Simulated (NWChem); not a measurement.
Everything below was run with NWChem. System: fluoroethylene carbonate (C$_{3}$H$_{3}$FO$_{3}$), charge 0, spin multiplicity 1, at a geometry optimised with B3LYP/def2-SVP. Level: MP2/def2-SVP, 7 core orbitals frozen.

The NWChem input:

```
start mol
memory heap 200 mb stack 900 mb global 1100 mb
geometry units angstroms nocenter noautoz noautosym
  O      2.288413    -0.019543     0.210222
  C      1.129938     0.091956    -0.007873
  O      0.432146     1.250280    -0.038751
  C     -0.909220     1.004460    -0.442717
  C     -1.042433    -0.515398    -0.306466
  F     -1.648569    -0.839930     0.875048
  O      0.280990    -0.953212    -0.291542
  H     -1.604180     1.529077     0.226782
  H     -1.054330     1.344061    -1.480892
  H     -1.586471    -1.020075    -1.118423
end
basis spherical
  * library def2-svp
end
scf
  rhf
  nopen 0
  maxiter 100
  thresh 1e-7
  semidirect memsize 60000000 filesize 0
end
mp2
  freeze core 7
end
task mp2 energy
```

Output (cleaned and shortened):

```
             Northwest Computational Chemistry Package (NWChem) 7.3.0
             --------------------------------------------------------

                                NWChem Input Module
                                -------------------

 Scaling coordinates for geometry "geometry" by  1.889725989
 (inverse scale =  0.529177249)

                             Geometry "geometry" -> ""
                             -------------------------

 Output coordinates in angstroms (scale by  1.889725989 to convert to a.u.)

  No.       Tag          Charge          X              Y              Z
 ---- ---------------- ---------- -------------- -------------- --------------
    1 O                    8.0000     2.28841300    -0.01954300     0.21022200
    2 C                    6.0000     1.12993800     0.09195600    -0.00787300
    3 O                    8.0000     0.43214600     1.25028000    -0.03875100
    4 C                    6.0000    -0.90922000     1.00446000    -0.44271700
    5 C                    6.0000    -1.04243300    -0.51539800    -0.30646600
    6 F                    9.0000    -1.64856900    -0.83993000     0.87504800
    7 O                    8.0000     0.28099000    -0.95321200    -0.29154200
    8 H                    1.0000    -1.60418000     1.52907700     0.22678200
    9 H                    1.0000    -1.05433000     1.34406100    -1.48089200
   10 H                    1.0000    -1.58647100    -1.02007500    -1.11842300

 Effective nuclear repulsion energy (a.u.)     322.6744263572

            Nuclear Dipole moment (a.u.)
            ----------------------------
        X                 Y               Z
 ---------------- ---------------- ----------------
    -0.0000000000     0.0000018897    -0.0000094486


 Summary of "ao basis" -> "" (spherical)
 ------------------------------------------------------------------------------
       Tag                 Description            Shells   Functions and Types
 ---------------- ------------------------------  ------  ---------------------
 *                          def2-svp                  on all atoms

 Summary of "ao basis" -> "ao basis" (spherical)
 ------------------------------------------------------------------------------
       Tag                 Description            Shells   Functions and Types
 ---------------- ------------------------------  ------  ---------------------
 O                          def2-svp                 6       14   3s2p1d
 C                          def2-svp                 6       14   3s2p1d
 F                          def2-svp                 6       14   3s2p1d
 H                          def2-svp                 3        5   2s1p

                                 NWChem SCF Module
                                 -----------------

  ao basis        = "ao basis"
  functions       =   113
  atoms           =    10
  closed shells   =    27
  open shells     =     0
  charge          =   0.00
  wavefunction    = RHF
  use symmetry    = F
  symmetry adapt  = F

 Summary of "ao basis" -> "ao basis" (spherical)
 ------------------------------------------------------------------------------
       Tag                 Description            Shells   Functions and Types
 ---------------- ------------------------------  ------  ---------------------
 O                          def2-svp                 6       14   3s2p1d
 C                          def2-svp                 6       14   3s2p1d
 F                          def2-svp                 6       14   3s2p1d
[...]
              MO Center= -6.9D-01,  8.3D-01,  1.7D-01, r^2= 5.6D+00
   Bfn.  Coefficient  Atom+Function         Bfn.  Coefficient  Atom+Function
  ----- ------------  ---------------      ----- ------------  ---------------
    45      1.771632   4 C  s               100     -1.699870   8 H  s
    59     -1.060368   5 C  s               110      0.674189  10 H  s
    49     -0.617579   4 C  px               23     -0.426681   2 C  pz
    51      0.365358   4 C  pz               65      0.341365   5 C  pz
    20     -0.333771   2 C  pz                9      0.286581   1 O  pz

 Vector   30  Occ=0.000000D+00  E= 1.991855D-01
              MO Center= -1.4D-01, -6.3D-02, -4.3D-01, r^2= 5.8D+00
   Bfn.  Coefficient  Atom+Function         Bfn.  Coefficient  Atom+Function
  ----- ------------  ---------------      ----- ------------  ---------------
   110      1.387641  10 H  s                59     -0.930118   5 C  s
   100     -0.888143   8 H  s                45      0.823032   4 C  s
    23      0.511356   2 C  pz               65      0.498902   5 C  pz
    20      0.401297   2 C  pz              105     -0.368901   9 H  s
     9     -0.346796   1 O  pz               49     -0.322717   4 C  px

 center of mass
 --------------
 x =   0.04546745 y =  -0.04774932 z =   0.05754779

 moments of inertia (a.u.)
 ------------------
         346.542435260513         -87.417221161537          35.051329832982
         -87.417221161537         741.560971334066          50.829716965622
          35.051329832982          50.829716965622         919.964760101293

  Mulliken analysis of the total density
  --------------------------------------

    Atom       Charge   Shell Charges
 -----------   ------   -------------------------------------------------------
    1 O    8     8.33   1.99  1.08  0.69  2.81  1.73  0.02
    2 C    6     5.29   1.99  0.89  0.03  1.83  0.35  0.20
    3 O    8     8.51   1.99  1.06  0.75  2.86  1.83  0.02
    4 C    6     5.77   1.99  0.89  0.16  2.00  0.67  0.07
    5 C    6     5.47   1.99  0.90  0.12  1.89  0.46  0.12
    6 F    9     9.35   1.99  1.12  0.82  3.33  2.08  0.01
    7 O    8     8.51   1.99  1.07  0.74  2.86  1.83  0.02
    8 H    1     0.91   0.75  0.14  0.02
    9 H    1     0.92   0.76  0.14  0.02
   10 H    1     0.93   0.77  0.14  0.02

       Multipole analysis of the density wrt the origin
       ------------------------------------------------

     L   x y z        total         open         nuclear
     -   - - -        -----         ----         -------
     0   0 0 0     -0.000000      0.000000     54.000000

     1   1 0 0     -1.796230      0.000000     -0.000000
     1   0 1 0      0.475109      0.000000      0.000002
     1   0 0 1     -1.007171      0.000000     -0.000009

     2   2 0 0    -33.496991      0.000000    335.047520
     2   1 1 0     -1.605850      0.000000     37.138183
     2   1 0 1      1.924923      0.000000     -9.546965
     2   0 2 0    -30.159110      0.000000    139.307995
     2   0 1 1      0.333285      0.000000    -25.138909
     2   0 0 2    -27.274902      0.000000     47.038580

                   NWChem MP2 Semi-direct Energy/Gradient Module
                   ---------------------------------------------

  Basis functions       =    113
  Molecular orbitals    =    113
  Frozen core           =      7
  Frozen virtuals       =      0
  Active alpha occupied =     20
  Active beta occupied  =     20
  Active alpha virtual  =     86
  Active beta virtual   =     86
  Use MO symmetry       = F
  Use skeleton AO sym   = F

  AO/Fock/Back tols     =   1.0D-09  1.0D-09  1.0D-09

 GA uses MA = F    GA memory limited = T

 Available:
  local mem=  1.26D+08
 global mem=  1.44D+08
 local disk=  0.00D+00
  mp2_memr nvloc                    86
  nvloc new                    86
   1 passes of  20:        3145728                      69908                  36127458.
   1 passes of  20: M    126152890           G      144153662           F     123007162.

 Semi-direct pass number   1 of   1  for RHF alpha+beta  at        6.7s
  vrange nnbf                  6174
  mp2_eaftype                   137  avail_ma_in_mb                  1099
 EAF : mp2_eaftype filesize         137   18063729.
  mp2_eaf for mointskh                    137
Node 0 wrote     85.0 Mb in      0.1 s     Agg I/O rate:   571.2 Mb/s
 Done moints_semi at       11.0s
  mp2_eaftype                   137  avail_ma_in_mb                   962
 EAF : mp2_eaftype filesize         137   18063729.
  mp2_eaf for kh                   137
 Done maket at       11.5s
 Done multipass loop at       11.5s

          -------------------------------------------
          SCF energy                -439.046451184369
          Correlation energy          -1.107170603731
          Singlet pairs               -0.659803809007
          Triplet pairs               -0.447366794724
          Total MP2 energy          -440.153621788100
          -------------------------------------------

          ---------------------------------------------------
                    Spin Component Scaled (SCS) MP2
          Same spin pairs                     -0.298244529816
          Same spin scaling factor             0.333333333333
          Opposite spin pairs                 -0.808926073915
          Opposite spin scaling fact.          1.200000000000
          SCS-MP2 correlation energy          -1.070126131969
          Total SCS-MP2 energy              -440.116577316339
          ---------------------------------------------------

 -----------------------
 Performance information
 -----------------------

 Timer overhead =  1.19D-07 seconds/call

               Nr. of calls         CPU time (s)                 Wall time (s)                GFlops
             ---------------    -------------------     ------------------------------   -------------------
Name         Min   Avg   Max    Min     Avg     Max     Min     Avg     Max   Mx/calls   Min     Max     Sum
mp2: moin     1     1     1    4.3     4.3     4.3      4.3     4.3     4.3     4.3      0.0     0.0     0.0
mp2: make     1     1     1   0.48    0.48    0.48     0.48    0.48    0.48    0.48      0.0     0.0     0.0
mp2: tota     1     1     1    4.8     4.8     4.8      4.8     4.8     4.8     4.8      0.0     0.0     0.0

 The average no. of pstat calls per process was 3.00D+00
 with a timing overhead of 3.56D-07s

 Task  times  cpu:       11.5s     wall:       11.5s

 Total times  cpu:       11.5s     wall:       11.5s
```
